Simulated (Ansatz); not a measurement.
Z-matrix (Å, degrees):
```
O
B 1 1.3403
C 1 1.4159 2 122.46
H 3 1.0894 1 108.79 2 -120.83
H 3 1.0894 4 108.89 1 118.44
H 3 1.0914 4 109.64 5 119.94
H 2 1.1899 1 117.14 3 179.96
H 2 1.1969 7 122.86 1 179.95
```
Charge 0, multiplicity 1.

Computed with frozen-core CCSD(T)/cc-pVTZ // M06-2X/def2-TZVP in Ansatz (a quantum-chemistry and plane-wave program).

```
Item                           Result
----------------------  -------------
HF energy               -140.40156 Ha
MP2 correlation energy    -0.52054 Ha
```

Task: Estimate the CCSD correlation energy, the (T) correction, the total energy and the T1 diagnostic.

Result: 
The CCSD correlation energy is -0.54929 Ha and the (T) correction is -0.01948 Ha. The CCSD(T) total energy comes out as -140.97034 Ha. The T1 diagnostic comes out as 0.014.
